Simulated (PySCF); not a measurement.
PySCF input file for GaH3, SMILES [GaH3], PBE0-D3(BJ)/def2-TZVPD. Coordinates come from a PBE0-D3(BJ)/def2-TZVPD optimisation. The isomer is the one that the SMILES or the coordinates give; other isomers of the formula were not compared.

```python
import numpy as np
from pyscf import gto, scf, dft, df
from pyscf.hessian import thermo

mol = gto.M(
    atom='''
    Ga    0.00000000    0.00000000    0.00000000
    H     1.56860413    0.00000000    0.00000000
    H    -0.78430207    1.35845103    0.00000000
    H    -0.78430206   -1.35845103    0.00000000
    ''',
    basis='def2-TZVPD',
    charge=0,
    spin=0,
    max_memory=1600,
    verbose=3,
)
mf = dft.RKS(mol, xc='pbe0').density_fit(auxbasis='def2-universal-jkfit')
mf.disp = 'd3bj'
mf.grids.level = 3
mf.conv_tol = 1e-11
mf.max_cycle = 100
mf.kernel()

# [left out here: the lines that compute and print the analytic Hessian (its translational invariance restored by hand, since the grid's response is missing), thermochemistry and intensities]
```

Log of the run:

```
converged SCF energy = -1926.361835887

WARN: DFTD3 does not support analytical Hessian, using finite difference


WARN: Mole.unit (angstrom) is changed to Bohr

Mode                                 0                   1                   2
Irrep
Freq [cm^-1]                      721.1705            757.6247            757.6265
Reduced mass [au]                   1.0511              1.0311              1.0311
Force const [Dyne/A]                0.3221              0.3487              0.3487
Char temp [K]                    1037.6038           1090.0532           1090.0559
Normal mode                   x     y     z       x     y     z       x     y     z
       0  Ga                -0.00  0.00  0.02   -0.02  0.01 -0.00   -0.01 -0.02  0.00
       1   H                -0.00 -0.00 -0.56    0.03 -0.25  0.00    0.01  0.76 -0.00
       2   H                 0.00  0.00 -0.56    0.47  0.25  0.00    0.51  0.32 -0.00
       3   H                 0.00 -0.00 -0.56    0.68 -0.39  0.00   -0.12  0.10 -0.00
Mode                                 3                   4                   5
Irrep
Freq [cm^-1]                     1975.6268           1977.1280           1977.1589
Reduced mass [au]                   1.0080              1.0271              1.0271
Force const [Dyne/A]                2.3180              2.3655              2.3656
Char temp [K]                    2842.4871           2844.6471           2844.6914
Normal mode                   x     y     z       x     y     z       x     y     z
       0  Ga                -0.00 -0.00  0.00   -0.00  0.02 -0.00    0.02  0.00 -0.00
       1   H                 0.58 -0.00 -0.00    0.01  0.05  0.00   -0.80  0.00  0.00
       2   H                -0.29  0.50 -0.00    0.37 -0.59  0.00   -0.16  0.36  0.00
       3   H                -0.29 -0.50 -0.00   -0.37 -0.59  0.00   -0.17 -0.37  0.00
temperature 298.1500 [K]
pressure 101325.00 [Pa]
Rotational constants [GHz] 135.84345 135.84345 67.92172
Symmetry number 6
Zero-point energy (ZPE) 0.01860 [Eh]   48845.533 [J/mol]
                           tot       elec      trans        rot        vib
Entropy [J/mol/K]       218.350      0.000    162.212     52.891      3.246
Cv [J/mol/K]             34.460      0.000     12.472     12.472      9.516
Cp [J/mol/K]             42.774      0.000     20.786     12.472      9.516
Internal energy [J/mol]                      3718.434   3718.434  49605.528
Internal energy [Eh]   -1926.34011  -1926.36184
Enthalpy [J/mol]                             6197.391   3718.434  49605.528
Enthalpy [Eh]          -1926.33917
Gibbs free energy [J/mol]                  -42166.058 -12051.165  48637.671
Gibbs free energy [Eh] -1926.36396
mode   freq/cm-1   IR/(km/mol)
   1      721.17       170.717
   2      757.62       146.513
   3      757.63       146.561
   4     1975.63         0.000
   5     1977.13       250.944
   6     1977.16       250.736
max |gradient| / (hartree/bohr): 1.169621633267926e-05
APT charges: [ 0.9504 -0.3168 -0.3168 -0.3168]
```

The calculation finished and met its thresholds.
